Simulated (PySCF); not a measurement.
SeCl₃, SMILES Cl[Se+](Cl)Cl, charge +1.

Geometry optimised at ωB97X-D3(BJ)/def2-SVP. The spin state was assumed, not searched. The isomer is the one that the SMILES or the coordinates give; other isomers of the formula were not compared.

All values below come from ωB97X-D3(BJ)/def2-SVP in PySCF.

Frequencies are harmonic and unscaled.

Modes within 1.5 cm⁻¹ of each other (mostly degenerate sets) share a row, with their intensities summed.

Give all harmonic wavenumbers and intensities. (The exact figures need the calculation; the answer reports its results.)


```csv
mode,ν (cm⁻¹),IR (km/mol),moving atoms (share of kinetic energy)
1–2,165,2.3,"Cl 88 %, Se 12 %"
3,209,3.2,"Cl 66 %, Se 34 %"
4–5,458,104.7,"Cl 65 %, Se 35 %"
6,463,7.1,"Cl 77 %, Se 23 %"
```
